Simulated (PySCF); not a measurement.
Radial density of Bi (bismuth, neutral)

r2SCAN, [Xe] 4f14 5d10 6s2 6p3, high-spin 4S determinant. Computed with PySCF 2.14 in aug-cc-pwCVTZ-DK3, with scalar relativity by spin-free X2C-1e.

| r (bohr) | 4πr²ρ (e/bohr) | 4πr²(ρα − ρβ) |
| --- | --- | --- |
| 0.0150 | 108.4 | 0.0097 |
| 0.0252 | 108.6 | 0.0227 |
| 0.0424 | 154.4 | 0.0180 |
| 0.0714 | 131.6 | -0.0070 |
| 0.120 | 143.5 | 0.0378 |
| 0.202 | 99.13 | -0.0028 |
| 0.340 | 100.3 | 0.0649 |
| 0.571 | 43.18 | 0.0822 |
| 0.961 | 23.26 | 0.0241 |
| 1.62 | 7.168 | 0.4922 |
| 2.72 | 2.143 | 1.2636 |
| 4.57 | 0.3328 | 0.3038 |
| 7.69 | 0.007873 | 0.0078 |

Densities and radii are taken from the X2C orbitals without a picture-change correction, which distorts them close to the nucleus.

Spin-orbit coupling, which splits the p, d and f shells strongly at this Z, is absent. Spin-orbit coupling is strong in this species (close to jj coupling), so the high-spin LS determinant is a model state, not a physical level.

Task: Where is the radial spin density 4πr²(ρα − ρβ) most negative, and why is it negative at all?

Result: Around r = 0.0714 bohr, down to -0.0070 e/bohr: exchange with the open shell polarises the paired shells in an unrestricted calculation.
